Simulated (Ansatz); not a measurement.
CH₅GeNZn, relaxed with RKS PBE-D4/def2-SVP in Ansatz 0.2.0 from a rough embedded geometry. The force threshold is 0.03 eV/Å; the program also tests the step.

The species carries charge 0 and has multiplicity 1. The bonds changed during the relaxation, so this is another structure than the one it started from.

Start:

```xyz
9

Ge    0.112    0.344   -1.239
C     0.354   -0.159    0.609
N    -0.929   -0.387    1.185
Zn    0.483   -0.624    2.529
H     1.580    0.581   -1.872
H    -0.537   -0.819   -2.049
H    -0.695    1.635   -1.395
H     0.926   -1.064    0.660
H    -1.292    0.492    1.571
```

Q: By how much does the energy fall, and how many steps does the optimiser take? (An estimate is asked.)

A: The calculation gave: 298.10 kJ/mol, in 15 steps.

Q: Which bonds change most? (Estimate.)

A: Ansatz gave: C2–N3 from 1.425 to 1.280 Å; Ge1–H5 from 1.616 to 1.551 Å; Ge1–C2 from 1.930 to 1.983 Å; C2–H8 from 1.071 to 1.119 Å.

Q: Give the relaxed structure. (An estimate is asked.)

A: Computed: 
```xyz
9

Ge    0.015    0.278   -1.457
C     0.208   -0.285    0.434
N    -0.450    0.151    1.442
Zn    0.523   -1.227    3.551
H     1.367    0.819   -1.990
H    -0.425   -0.930   -2.325
H    -1.067    1.391   -1.497
H     0.972   -1.071    0.663
H    -1.144    0.876    1.179
```
